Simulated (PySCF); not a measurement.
Computed with PBE-D3(BJ)/def2-TZVP // PBE0-D3(BJ)/def2-TZVP run with PySCF 2.14.0. Gas-phase values, no solvent. 

Reference species (SMILES): `[SiH2]1C[SiH2][SiH2]1` (neutral, multiplicity 1).

LUMO: -1.66 eV
S1 oscillator strength: 0.000

Changed species: `C[Si](=[SiH2])[SiH3]`.

Task: What does the change do to the LUMO and S1 oscillator strength?

Result: the LUMO falls by 0.63 eV, to -2.29 eV; the S1 oscillator strength is nearly the same.
